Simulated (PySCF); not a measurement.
# AsI₂ at several levels of theory

All levels use the PBE0 minimum (doublet; As–I 2.522 Å (×2); I–As–I 102.9°), basis [As def2-TZVP, I def2-TZVP with ECP28], scalar-relativistic core potentials, density fitting, no spin–orbit coupling, PySCF. For vertical energies the ionised species is a singlet (spins chosen at PBE0 and kept) and the electron-attached one a singlet. Atomisation goes to high-spin ground-configuration atoms, without zero-point energy. Open shells are unrestricted, also as the reference of the correlated levels. A dash marks a value that was not computed or is not defined at that level.

```xyz
3
charge 0 multiplicity 2, angstrom
As    0.0000    0.0000   -1.2128
I     1.9725    0.0000    0.3586
I    -1.9725    0.0000    0.3586
```

```
 level  atomisation (kJ/mol)  vertical IP (eV)  vertical EA (eV)  −ε(HOMO) (eV)  dipole (D)
  PBE0                   459              8.20              1.79           6.38        0.61
    HF                   180              8.28              1.07           9.03        0.95
   MP2                   432              8.12              1.85              –           –
   PBE                   496              7.84              1.65           5.20        0.46
r2SCAN                   470              8.13              1.72           5.58        0.51
 B3LYP                   442              8.09              1.79           6.07        0.63
 TPSSh                   466              8.07              1.76           5.80        0.56
```

Without diffuse functions attachment energies tend to come out too low.

Spin–orbit coupling, left out here, can matter for elements this heavy.
